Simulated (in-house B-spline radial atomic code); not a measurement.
Results of a calculation; reference values are marked as such.
Nb in an electron gas of r_s = 2: phase shifts, screening, friction and resistivity

A nucleus sits in a uniform electron gas with a rigid positive background. The Kohn-Sham equations are solved self-consistently in the spin-unpolarised LDA (PW92), non-relativistic, on B-splines with outgoing waves at the boundary and partial waves to l = 8. The model has no lattice, no bands and no magnetic solution. Atomic units; δ_l are the phase shifts at the Fermi level, counted so that each bound state adds π, and good to about 0.0005.

The density parameter is r_s = 2 bohr, near that of the valence electrons of Si (4 per atom, density 2.33 g/cm³, mass 28.09 u, which gives r_s = 2.01).

| l | δ_l (rad) |
| --- | --- |
| 0 | 11.6060 |
| 1 | 9.0529 |
| 2 | 5.0156 |
| 3 | 0.0595 |
| 4 | 0.0115 |
| 5 | 0.0020 |
| 6 | 0.0001 |
| 7 | -0.0003 |
| 8 | -0.0003 |

Bound levels below the band bottom (hartree): s -14.75, p -11.91, d -6.691, s -1.447, p -0.6777 and deeper ones.

**Question.** Check the Friedel sum rule, and say where the screening charge sits.

**Answer.** k_F = (9π/4)^(1/3)/r_s = 0.95958. The rule is Z = (2/π) Σ (2l + 1) δ_l. The terms are s 7.389, p 17.290, d 15.965, f 0.265 and 0.075 beyond, in all 40.983 against Z = 41. Bound states hold 8 s, 18 p, 10 d electrons, so the scattering states carry 4.98 in all; where a term is smaller than its bound count, the bound level has drawn weight out of the band.

**Question.** Find the transport cross section and the electronic stopping of a 2 keV Nb ion (mass 92.91 u).

**Answer.** σ_tr = (4π/k_F²) Σ (l + 1) sin²(δ_l − δ_(l+1)). The terms for l = 0 to 3 are 0.3081, 1.2188, 2.8253, 0.0092, all together 4.3620, so σ_tr = 13.647 × 4.3620 = 59.529 bohr². With n = 3/(4π r_s³) = 0.02984, the friction coefficient is Q = n k_F σ_tr = 1.7046. For v well below v_F = 0.960, dE/dx = Q v; with 24801 eV per u at v = 1, v = √(2000/(24801 × 92.91)) = 0.0295, so dE/dx = 0.05022 hartree/bohr = 25.8 eV/nm. The largest term couples the d and f waves.

**Question.** What residual resistivity would 1 atomic per cent of such centres give in a metal of this density?

**Answer.** Δρ = k_F n_i σ_tr/n in atomic units of 21.74 μΩ·cm. With one host atom per 4 electrons, n_i/n = 0.01/4, so Δρ = 0.9596 × 0.00250 × 59.529 × 21.74 = 3.10 μΩ·cm. This is an atom added to the gas, as on an interstitial site.

**Question.** On a substitutional site the background of one host ion, a sphere holding 4 charges, is taken out. The phase shifts for l = 0 to 4 become 11.2409, 8.7394, 4.2572, -0.0571, -0.0184. What follows?

**Answer.** The Friedel sum is now 37.00, for Z − 4 = 37. The sum in σ_tr is 4.8088, so σ_tr = 65.63 bohr² and Δρ = 3.42 μΩ·cm per atomic per cent, 1.10 times the value above. A real host ion scatters too, so this model doesn't give zero even for the host's own atom.
